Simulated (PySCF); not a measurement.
FH8NSi3, SMILES N[SiH2][SiH2][SiH2]F. Atoms are numbered in the order given.

```xyz
13

Si    -1.3090    -0.8220    -0.1597
F     -2.9492    -0.6366    -0.1576
Si    -0.2301     1.2569     0.0873
Si     1.9696     0.4962     0.4225
N      1.9713    -1.0254    -0.4715
H     -0.9415    -1.4623    -1.4699
H     -0.9601    -1.7345     0.9818
H     -0.7658     2.0348     1.2602
H     -0.3822     2.0933    -1.1578
H      3.0482     1.4994     0.0710
H      2.1568     0.1269     1.8699
H      1.8614    -0.9744    -1.4892
H      2.6999    -1.7109    -0.2475
```
Charge 0, spin multiplicity 1.

Geometry: PBE-D3(BJ)/def2-SVP. The structure was generated by enumeration, and PubChem lists no compound with its InChIKey, so it may never have been made. Other conformers were not sampled.

Method: B3LYP/pcSseg-1 run with PySCF.

GIAO shieldings, no solvent; atoms listed in one row are averaged. δ = σ(ref) − σ: ²⁹Si against TMS (σ = 338.7 ppm); ¹⁹F against CFCl3 (σ = 161.7 ppm); ¹⁵N against NH3 (σ = 265.5 ppm); ¹H against TMS (σ = 31.68 ppm), references at their B3LYP-D3(BJ)/def2-TZVP geometries, non-relativistic.

| nucleus | atoms | count | δ (ppm) |
|---|---|---|---|
| ²⁹Si | Si1 | 1 | 8.3 |
| ²⁹Si | Si4 | 1 | -40.1 |
| ²⁹Si | Si3 | 1 | -105.9 |
| ¹⁹F | F2 | 1 | -241.2 |
| ¹⁵N | N5 | 1 | 14.4 |
| ¹H | H6, H7 | 2 | 6.01 |
| ¹H | H10 | 1 | 5.56 |
| ¹H | H11 | 1 | 5.20 |
| ¹H | H8, H9 | 2 | 3.94 |
| ¹H | H13 | 1 | 0.62 |
| ¹H | H12 | 1 | 0.10 |
